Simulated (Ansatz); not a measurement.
Geometry optimisation, Ansatz, DFT PBEsol, scalar-relativistic, plane waves, PAW.

Input:

```yaml
crystal:
  lattice:
    - [0.0, 5.43, 5.43]
    - [5.43, 0.0, 5.43]
    - [5.43, 5.43, 0.0]
  atoms:
    - { symbol: Si, position: [0.0, 0.0, 0.0] }
    - { symbol: Si, position: [0.125, 0.125, 0.125] }
    - { symbol: Si, position: [0.0, 0.0, 0.5] }
    - { symbol: Si, position: [0.125, 0.125, 0.625] }
    - { symbol: Si, position: [0.0, 0.5, 0.0] }
    - { symbol: Si, position: [0.125, 0.625, 0.125] }
    - { symbol: Si, position: [0.0, 0.5, 0.5] }
    - { symbol: Si, position: [0.125, 0.625, 0.625] }
    - { symbol: Si, position: [0.5, 0.0, 0.0] }
    - { symbol: Si, position: [0.625, 0.125, 0.125] }
    - { symbol: Si, position: [0.5, 0.0, 0.5] }
    - { symbol: Si, position: [0.625, 0.125, 0.625] }
    - { symbol: Si, position: [0.5, 0.5, 0.0] }
    - { symbol: Si, position: [0.625, 0.625, 0.125] }
    - { symbol: Si, position: [0.5, 0.5, 0.5] }
    - { symbol: Si, position: [0.625, 0.625, 0.625] }
    - { symbol: Ge, position: [0.74525022, 0.74966497, 0.75962924] }
basis:
  ecutwfc: 420.0
kpoints:
  mp_grid: { grid: [2, 2, 2] }
hamiltonian:
  xc: pbesol
  pseudopotentials: { kind: paw, azcp: { folder: soft_1 } }
scf:
  occupations: { method: gaussian, width: 0.05 }
  lower_state_search: "off"
relax:
  f_tol: 0.03
  max_steps: 60
  adjacent_minimum: "off"
```

Launched with:

```bash
$ ansatz run input.yaml --threads 1 --pin off --max-ram 3072MiB --backend cpu --events-out ev --progress --plain --runs-dir out
```

Task: Where does it end, and by what steps?

Result: It converged. Limits of this set-up: PAW files made for another functional, a small cell, in which the defect meets its images. After 3 steps the energy has fallen by 0.334 eV; Si14 moved furthest, 0.08 Å.

```json
{"step": "0", "energy less start (eV)": "0.0000", "largest force component (eV/Å)": "1.157", "accepted": "yes"}
{"step": "1", "energy less start (eV)": "-0.2940", "largest force component (eV/Å)": "0.416", "accepted": "yes"}
{"step": "2", "energy less start (eV)": "-0.3331", "largest force component (eV/Å)": "0.066", "accepted": "yes"}
{"step": "3", "energy less start (eV)": "-0.3343", "largest force component (eV/Å)": "0.002", "accepted": "yes"}
```

```xyz
17
Lattice="0.0000 5.4300 5.4300 5.4300 0.0000 5.4300 5.4300 5.4300 0.0000" Properties=species:S:1:pos:R:3
Si 0.001 0.001 -0.001
Si 1.351 1.350 1.347
Si 2.717 2.716 0.046
Si 4.083 4.081 1.349
Si 2.718 0.049 2.713
Si 4.083 1.351 4.079
Si 5.386 2.716 2.714
Si 6.750 4.115 4.111
Si 0.050 2.717 2.713
Si 1.351 4.083 4.080
Si 2.717 5.384 2.714
Si 4.116 6.748 4.112
Si 2.718 2.717 5.381
Si 4.117 4.116 6.744
Si 5.435 5.432 5.428
Si 6.750 6.748 6.745
Ge 8.150 8.147 8.143
```

The run took 7.7 s on 1 thread of AMD EPYC 9B45 (Zen 5), on a shared host, peak memory 0.61 GiB.
